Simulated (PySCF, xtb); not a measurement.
C4H12Si2, SMILES C1[SiH2]CCC[SiH2]1.

xtb with GFN2-xTB at its own geometry gives an orbital gap of 5.39 eV and a dipole moment of 0.36 D.

Coordinates come from a ωB97X-D3(BJ)/def2-SVP optimisation. One conformer was computed; it need not be the lowest.

What does B3LYP/def2-TZVP run with PySCF give? (An estimate is asked for; the answer gives what the named calculation found.)

gap 8.08 eV (levels -7.63 and 0.45 eV), dipole 0.96 D.
